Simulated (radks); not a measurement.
Q: Sc+, 20 electrons, occupied as [Ar] 3d1 4s1. Method: Dirac Kohn-Sham, PBE, spin-unpolarised, spherical densities, finite nucleus; open shells fill j = l - 1/2 first; Fermi nuclear charge, rms radius 3.5459 fm; computed with a radial shooting solver on a logarithmic mesh with Libxc functionals. Some entries of the table are withheld. Estimate them.

orbital,occ.,eigenvalue (hartree),<r> (bohr)
1s1/2,2,-161.8322,0.07304
2s1/2,2,-17.68455,0.3433
2p1/2,2,(1),0.3059
2p3/2,4,(2),0.3085
3s1/2,2,-2.27918,1.075
3p1/2,2,(3),1.162
3p3/2,4,(4),1.170
3d3/2,1,-0.36684,1.698
3d5/2,0,-0.36563,1.703
4s1/2,1,-0.35740,3.369

A: 
(1) 2p1/2 eigenvalue (hartree): -14.63584
(2) 2p3/2 eigenvalue (hartree): -14.46524
(3) 3p1/2 eigenvalue (hartree): -1.50478
(4) 3p3/2 eigenvalue (hartree): -1.48604
